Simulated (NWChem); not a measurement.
The numbers come from NWChem runs, not from measurements. System: iodine monochloride (ClI), charge 0, spin multiplicity 1, at a geometry optimised with B3LYP/def2-SVP with def2 effective core potentials on I. Level: RHF/def2-QZVP with def2 effective core potentials on I.

Input file:

```
start mol
memory heap 200 mb stack 800 mb global 1000 mb
geometry units angstroms nocenter noautoz
  Cl     0.000000     0.000000     1.807518
  I      0.000000     0.000000    -0.579770
  symmetry group C2v
end
basis spherical
  * library def2-qzvp
end
ecp
  I library def2-ecp
end
scf
  rhf
  nopen 0
  maxiter 100
  thresh 1e-7
  semidirect memsize 60000000 filesize 0
end
task scf energy
```

Part of the output:

```
             Northwest Computational Chemistry Package (NWChem) 7.3.0
             --------------------------------------------------------

                                NWChem Input Module
                                -------------------

 Scaling coordinates for geometry "geometry" by  1.889725989
 (inverse scale =  0.529177249)

 Turning off AUTOSYM since
 SYMMETRY directive was detected!

                             Geometry "geometry" -> ""
                             -------------------------

 Output coordinates in angstroms (scale by  1.889725989 to convert to a.u.)

  No.       Tag          Charge          X              Y              Z
 ---- ---------------- ---------- -------------- -------------- --------------
    1 Cl                  17.0000     0.00000000     0.00000000     1.80751800
    2 I                   53.0000     0.00000000     0.00000000    -0.57977000

 Effective nuclear repulsion energy (a.u.)     199.7198081458

            Nuclear Dipole moment (a.u.)
            ----------------------------
        X                 Y               Z
 ---------------- ---------------- ----------------
     0.0000000000     0.0000000000    -0.0000075589

      Symmetry information
      --------------------

 Group name             C2v
 Group number             16
 Group order               4
 No. of unique centers     2

      Symmetry unique atoms

     1    2


 Summary of "ao basis" -> "" (spherical)
 ------------------------------------------------------------------------------
       Tag                 Description            Shells   Functions and Types
 ---------------- ------------------------------  ------  ---------------------
 *                         def2-qzvp                  on all atoms

 Summary of "ao basis" -> "ao basis" (spherical)
 ------------------------------------------------------------------------------
       Tag                 Description            Shells   Functions and Types
 ---------------- ------------------------------  ------  ---------------------
 Cl                        def2-qzvp                22       70   9s6p4d2f1g
[...]
    91      0.472709  2 I  py                88      0.422727  2 I  py
    79     -0.298207  2 I  py                23     -0.206591  1 Cl py
    20     -0.188461  1 Cl py                94      0.166200  2 I  py

 Vector   22  Occ=0.000000D+00  E=-1.500787D-02  Symmetry=a1
              MO Center= -3.6D-14, -2.5D-14, -3.2D-02, r^2= 4.6D+00
   Bfn.  Coefficient  Atom+Function         Bfn.  Coefficient  Atom+Function
  ----- ------------  ---------------      ----- ------------  ---------------
    95      0.560411  2 I  pz                 9     -0.455674  1 Cl s
    27      0.403899  1 Cl pz                92      0.402447  2 I  pz
    76      0.327844  2 I  s                 89      0.327013  2 I  pz
    24      0.279011  1 Cl pz                21      0.234522  1 Cl pz
    80     -0.227239  2 I  pz                73     -0.153229  2 I  s

 Vector   23  Occ=0.000000D+00  E= 1.542386D-01  Symmetry=a1
              MO Center=  3.4D-14, -1.2D-14, -3.6D-01, r^2= 7.0D+00
   Bfn.  Coefficient  Atom+Function         Bfn.  Coefficient  Atom+Function
  ----- ------------  ---------------      ----- ------------  ---------------
    77     -3.575657  2 I  s                 76      3.393279  2 I  s
    75     -1.252602  2 I  s                  9      1.061405  1 Cl s
    74      0.718631  2 I  s                 27     -0.655060  1 Cl pz
    92     -0.570878  2 I  pz                73     -0.445430  2 I  s
    95     -0.335249  2 I  pz               113     -0.248012  2 I  d  0

 Vector   24  Occ=0.000000D+00  E= 1.898576D-01  Symmetry=a1
              MO Center= -1.5D-13, -3.6D-13, -6.8D-01, r^2= 8.6D+00
   Bfn.  Coefficient  Atom+Function         Bfn.  Coefficient  Atom+Function
  ----- ------------  ---------------      ----- ------------  ---------------
    95      2.141935  2 I  pz                 9     -1.519874  1 Cl s
    92     -1.033988  2 I  pz                77      0.884750  2 I  s
    27      0.662435  1 Cl pz                 8      0.511337  1 Cl s
   113      0.422593  2 I  d  0              75     -0.224237  2 I  s
    45     -0.216183  1 Cl d  0               7     -0.211589  1 Cl s

 center of mass
 --------------
 x =   0.00000000 y =   0.00000000 z =  -0.12101936

 moments of inertia (a.u.)
 ------------------
         557.939730452018           0.000000000000           0.000000000000
           0.000000000000         557.939730452018           0.000000000000
           0.000000000000           0.000000000000           0.000000000000

  Mulliken analysis of the total density
  --------------------------------------

    Atom       Charge   Shell Charges
 -----------   ------   -------------------------------------------------------
    1 Cl  17    17.24   1.64  0.01  0.28  0.31  1.08  0.61  0.42  1.15  0.46  5.83 -0.00  0.66  1.88  2.26  0.59  0.00  0.00  0.01  0.03  0.01  0.00  0.00
    2 I   25    24.76   0.71  0.02  1.16  0.18  0.88  0.87  0.13  5.42  0.02  0.72  1.78  2.26  0.50  9.01  0.88  0.15  0.03  0.01  0.02  0.00  0.00  0.00

       Multipole analysis of the density wrt the origin
       ------------------------------------------------

     L   x y z        total         open         nuclear
     -   - - -        -----         ----         -------
     0   0 0 0     -0.000000      0.000000     42.000000

     1   1 0 0      0.000000      0.000000      0.000000
     1   0 1 0     -0.000000      0.000000      0.000000
     1   0 0 1     -0.587255      0.000000     30.676973

     2   2 0 0    -29.934773      0.000000      0.000000
     2   1 1 0      0.000000      0.000000      0.000000
     2   1 0 1      0.000000      0.000000      0.000000
     2   0 2 0    -29.934773      0.000000      0.000000
     2   0 1 1     -0.000000      0.000000      0.000000
     2   0 0 2    -27.477246      0.000000    228.349543

 Task  times  cpu:       18.2s     wall:       18.2s

 Total times  cpu:       18.2s     wall:       18.2s
```
